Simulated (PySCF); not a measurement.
H4BBrO2Si, SMILES B(O)([SiH2]Br)O (PBE/def2-SVP optimised geometry):

```
9

O      1.216     0.664     0.003
B      0.530    -0.517     0.000
O      1.196    -1.708    -0.002
Si    -1.513    -0.517     0.000
Br    -2.033     1.708     0.000
H      0.605     1.431     0.003
H      2.165    -1.572    -0.003
H     -2.163    -1.118     1.217
H     -2.165    -1.119    -1.216
```

Level of theory: PBE/def2-TZVP in PySCF.

Q: What are the frontier orbital energies and the dipole moment?

A: HOMO-2 -7.88 eV, HOMO-1 -7.18 eV, HOMO -6.98 eV, LUMO -1.49 eV, LUMO+1 -1.41 eV; dipole moment 1.18 D.

Meta-Löwdin charges at PBE/def2-TZVP: O1 -0.48, B2 0.24, O3 -0.48, Si4 0.41, Br5 -0.28, H6 0.35, H7 0.35, H8 -0.06, H9 -0.06.
